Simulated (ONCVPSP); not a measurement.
# Cutoff test, nickel (Ni), ONCV

- Element: Ni (Z = 28)
- Generator: ONCVPSP 4.0.1
- Type: optimised norm-conserving Vanderbilt (ONCV)
- Functional: PBE
- Relativity: scalar-relativistic
- Frozen core: [Ne]
- Valence charge: 18
- Reference configuration: 3s2 3p6 3d8 4s1.75 4p0.25
- Partial waves: 3s+4s: rc 1.30 bohr, ncon 3, nbas 8, qcut 8.3 1/bohr, 3 projectors, debl 0.5 Ha; 3p+4p: rc 1.55 bohr, ncon 4, nbas 7, qcut 8.2 1/bohr, 2 projectors; 3d: rc 0.85 bohr, ncon 5, nbas 10, qcut 17.9 1/bohr, 2 projectors, debl 1.6 Ha
- Local potential: polynomial inside 0.80 bohr (lpopt 5, dvloc0 3 Ha)
- Core correction: Teter function, fcfact 4.25, rcfact 1.1

Question: For each optimised wave give the share of its norm inside rc, the residual kinetic energy above qcut (Ha) and the cutoffs (Ha) for errors of 10, 1, 0.1 and 0.01 mHa per electron.

Answer:

```tsv
wave	norm inside rc	residual KE	10 mHa	1 mHa	0.1 mHa	0.01 mHa
3s	0.961	5.0e-06	11.4	14.6	25.6	31.9
4s	0.046	7.0e-06	8.3	12.1	26.2	33.6
s projector 3	0.028	5.0e-06	7.7	11.5	25.2	32.6
3p	0.976	4.9e-05	23.7	28.4	32.7	59.6
4p	0.025	9.3e-06	15.6	23.0	28.7	34.1
3d	0.492	1.6e-05	106.7	128.9	145.9	190.6
d projector 2	0.098	6.6e-06	94.9	121.1	141.0	157.1
```

The occupied waves need 129 Ha and 146 Ha for 1 and 0.1 mHa. 1 of 4 tests not solved or not reliable.
